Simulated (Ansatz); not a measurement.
A nudged elastic band was laid between two geometries of FGaH₄Si (7 atoms, charge 0, multiplicity 1).

Level of theory: Ansatz 0.2.0, RKS B3LYP/def2-SVP.

```
movable images  : 5
climbing image  : yes
spring          : 5.0 eV/Å²
optimiser       : quadratic models (default)
start path      : through a guess of the saddle point
force threshold : 0.03 eV/Å
iteration limit : 49
end points      : relaxed
```

Image 0:

```xyz
7
Properties=species:S:1:pos:R:3
F 0.237 -2.163 1.369
Ga 0.019 -0.406 1.283
Si -0.030 0.456 -0.980
H -0.100 0.228 2.718
H -1.202 -0.119 -1.705
H -0.143 1.944 -0.990
H 1.218 0.061 -1.696
```

Image 6:

```xyz
7
Properties=species:S:1:pos:R:3
F -1.386 -1.201 1.805
Ga 0.134 -0.476 1.252
Si 0.025 0.419 -0.996
H 1.249 -0.566 2.358
H -0.398 -0.652 -1.946
H -0.975 1.526 -1.045
H 1.352 0.950 -1.428
```

(1) Which bonds break or form, and what moves?

(2) Give the energies along the band, and the barrier.

(3) What is the geometry of the highest image?

The band took 6 iterations and of the order of 4 core-minutes.

Results:

(1) No bond is made or broken. The dihedral F1–Ga2–Si3–H7 goes from -56 to -177°. The two ends are copies of one structure, up to a mirror image or an exchange of like atoms.

(2) The forces met the threshold. The highest image is number 3 of 0 to 6, 0.001 eV above the ends, which have the same energy within 2 meV. The top lies less than 8 meV above the higher end, about what the thresholds resolve: the motion is nearly free. A vibrational analysis at the climbing image gives no mode beyond 40i cm⁻¹: the surface is too flat there to confirm a saddle point.

```csv
image,path coordinate (Å),energy (eV),dihedral F1–Ga2–Si3–H7 (°)
0,0.00,0.000,-56
1,0.53,0.000,-77
2,1.06,0.001,-97
3,1.59,0.001,-117
4,2.13,0.001,-138
5,2.66,0.000,-158
6,3.19,0.000,-177
```

(3) 
```xyz
7
Properties=species:S:1:pos:R:3
F -0.699 -2.009 1.502
Ga 0.075 -0.433 1.269
Si -0.011 0.435 -0.990
H 0.687 0.107 2.614
H -0.790 -0.465 -1.887
H -0.641 1.790 -0.985
H 1.379 0.574 -1.523
```

Time of the run: 3.8 min on 1 thread of Intel(R) Xeon(R) Processor @ 2.50GHz (Skylake/Cascade Lake) (shared host), peak memory 0.18 GiB.
